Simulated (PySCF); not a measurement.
## Ionisation energy of Nd⁵⁶⁺ by level of theory

Nd⁵⁶⁺ [He] 2s2 → Nd⁵⁷⁺ [He] 2s1 [2s1/2^1, M_J = 1/2], as a difference of total energies. Calculation: PySCF 2.14, in an even-tempered Gaussian basis (17 s from 37 bohr⁻², ratio 2.4; 12 p from 48 bohr⁻², ratio 2.4; 5 d from 150 bohr⁻², ratio 2.6; 4 f from 230 bohr⁻², ratio 2.6); the two-component X2C-1e Hamiltonian. Correlated levels: nothing frozen; the 26 highest virtual spinors dropped. "Screened" scales the spin-orbit matrix elements by Boettger's factors to mimic the two-electron term; Breit and QED terms are absent.

```tsv
method	ionisation energy (eV)
GMP2 (spin-free)	12100.2
GHF (screened spin-orbit)	12094.7
GMP2 (screened spin-orbit)	12101.2
```

Question: How much does correlation contribute at GMP2 (screened spin-orbit)?

Answer: 12101.2 − (12094.7) = 6.5 eV, measured against GHF (screened spin-orbit).

For this ion Breit and QED terms and the two-electron picture change, all absent here, outweigh the correlation shift from GHF to GMP2.

For comparison: 12082 ± 5 eV (theoretical estimate listed by NIST; NIST Atomic Spectra Database, ionization energies).
